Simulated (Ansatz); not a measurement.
C$_{2}$H$_{7}$BFNSi, SMILES `CB/N=C(/F)[SiH3]`, 13 atoms. Total charge 0; spin multiplicity 1. All runs use 4 threads of an Arm Neoverse V2 on a shared host. Correlated methods freeze the cores.

**Question.** Give the basis size and wall time and peak host memory of each of these runs in Ansatz. RHF-CCSD(T)/def2-SVP energy; RKS r2SCANh-D4/def2-TZVPP energy; RKS ωB97M-V/def2-QZVPP energy; RKS ωB97M-V/def2-SVP energy; RKS B3LYP-D4/def2-TZVPP energy and forces; RKS PBE0-D4/def2-TZVP relaxation (19 steps); RKS PBE0-D4/def2-TZVP frequencies; RKS BLYP-D4/def2-TZVPP energy; RHF-CCSD(T)/def2-TZVPP energy; RKS PBE0-D4/def2-SVP energy; RHF-MP2/def2-QZVPP energy; RKS PBE0-D4/def2-QZVPP energy. (Estimate.)

**Answer.** Ansatz gave: Other jobs shared the machine, so times are rough.

| level | job | functions | wall time | peak host memory (GiB) |
| --- | --- | --- | --- | --- |
| RKS BLYP-D4/def2-TZVPP | energy | 295 | 2.4 s | 0.39 |
| RKS PBE0-D4/def2-SVP | energy | 123 | 3 s | 0.28 |
| RKS ωB97M-V/def2-SVP | energy | 123 | 4.8 s | 0.39 |
| RKS B3LYP-D4/def2-TZVPP | energy and forces | 295 | 5.5 s | 0.9 |
| RKS r2SCANh-D4/def2-TZVPP | energy | 295 | 6 s | 0.8 |
| RHF-CCSD(T)/def2-SVP | energy | 123 | 9.5 s | 0.74 |
| RKS PBE0-D4/def2-QZVPP | energy | 565 | 14 s | 2.2 |
| RKS ωB97M-V/def2-QZVPP | energy | 565 | 21 s | 2.7 |
| RHF-MP2/def2-QZVPP | energy | 565 | 32 s | 4.1 |
| RKS PBE0-D4/def2-TZVP | relaxation (19 steps) | 234 | 80 s | 0.65 |
| RKS PBE0-D4/def2-TZVP | frequencies | 234 | 3.5 min | 0.66 |
| RHF-CCSD(T)/def2-TZVPP | energy | 295 | 13 min | 3.8 |

B3LYP here is the variant with VWN-RPA as its local correlation; programs differ in this.
